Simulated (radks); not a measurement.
Species: the zinc ion Zn3+. Configuration: [Ar] 3d9 (the NIST ground configuration). Calculated with a radial shooting solver on a logarithmic mesh with Libxc functionals: Dirac Kohn-Sham, PBE, spin-unpolarised, spherical densities, point nucleus; open shells fill j = l - 1/2 first.

Spin-orbit splittings of the eigenvalues, e(l+1/2) - e(l-1/2), with zeta = 2 splitting/(2l+1) and mean radii in bohr:

shell  occ.  splitting (eV)  zeta (eV)  <r> j=l-1/2  <r> j=l+1/2
2p        6           23.87      15.91       0.1959       0.1993
3p        6           3.110      2.073       0.6995       0.7097
3d        9          0.3952     0.1581       0.8175       0.8224
